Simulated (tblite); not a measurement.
Task: Give a GFN2-xTB geometry of `C[C@H](C=[O+])OC(F)(F)F` [radical]. (Charge +1 and doublet state.)

Result: 
```xyz
14
C4H5F3O2 angstrom
C     -1.099    1.427   -0.134
C     -0.248    0.199   -0.277
C     -1.238   -1.066   -0.039
O     -2.160   -1.296   -0.705
O      0.802    0.220    0.614
C      1.891   -0.580    0.379
F      2.805   -0.317    1.264
F      1.530   -1.865    0.470
F      2.363   -0.398   -0.845
H     -1.416    1.601    0.897
H     -0.471    2.297   -0.376
H     -1.960    1.402   -0.798
H      0.083    0.010   -1.317
H     -0.883   -1.634    0.844
```

Orientation and origin are arbitrary. Atoms count from 1 in this order. The C–C distances run from 1.501 Å (C1–C2, drawn single) to 1.623 Å (C2–C3, drawn single), a spread of 0.122 Å. Of the pairs four or more bonds apart, F9···H13 is among the closest relative to their van der Waals radii: 2.36 Å, 89 % of the sum of Bondi's values. The 3 C–O bonds span 1.160 Å (C3=O4, drawn double) to 1.376 Å (C2–O5, drawn single), a spread of 0.216 Å. The C–F distances run from 1.299 Å (C6–F7, drawn single) to 1.338 Å (C6–F8, drawn single), a spread of 0.039 Å.

Bonds between heavy atoms (Å): C1–C2 1.501, C2–C3 1.623, C3=O4 1.160, C2–O5 1.376, O5–C6 1.372, C6–F7 1.299, C6–F8 1.338, C6–F9 1.325.

The geometry is computed with GFN2-xTB (gas phase). This method treats the open shell by occupation alone, without spin polarisation.

Point group: C1 (no symmetry element, even within 0.4 Å). Its GFN2-xTB frequencies are all real (lowest 33 cm⁻¹). Torsions: C1–C2–C3–O4 61°, C1–C2–O5–C6 -161°. 2 starts were optimised and ended at 0.00 and 0.96 kcal/mol (GFN2-xTB); the lowest of these is shown.

Time: 1.0 s. Hardware: one thread, Arm Neoverse N1 (aarch64), no GPU, shared host. That covers the optimisation of the geometry.

One conformer stands for the species.
